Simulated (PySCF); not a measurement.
**Excitation energy of Pr by level of theory**

Pr [Xe] 4f3 6s2 (high-spin determinant) → Pr [Xe] 4f3 5d1 6s1 (high-spin determinant), as a difference of total energies. Calculation: PySCF 2.14, in ANO-RCC-VTZP (8s7p5d3f2g1h, 104 functions); scalar relativity by spin-free X2C-1e. Correlated levels: valence: [Kr] 4d10 frozen; valence and next inner shell: [Ar] 3d10 frozen. The calculations carry no spin-orbit coupling.

```
                                method  excitation energy (eV)
                                   UHF                   0.831
                                   LDA                   1.023
                                   PBE                   0.854
                                  PBE0                   0.853
                                r2SCAN                   0.428
                         MP2 (valence)                   1.145
                     SCS-MP2 (valence)                   1.387
    MP2 (valence and next inner shell)                   1.195
SCS-MP2 (valence and next inner shell)                   1.420
```

How much does correlation contribute at MP2 (valence and next inner shell)?

1.195 − (0.831) = 0.364 eV, measured against UHF.

A first-order spin-orbit estimate (lowest level to lowest level, LS coupling) adds -0.050 eV.

The determinant of the upper state and of the lower state mixes LS terms, which raises its energy above the lowest term, most at the Hartree-Fock and MP2 levels.
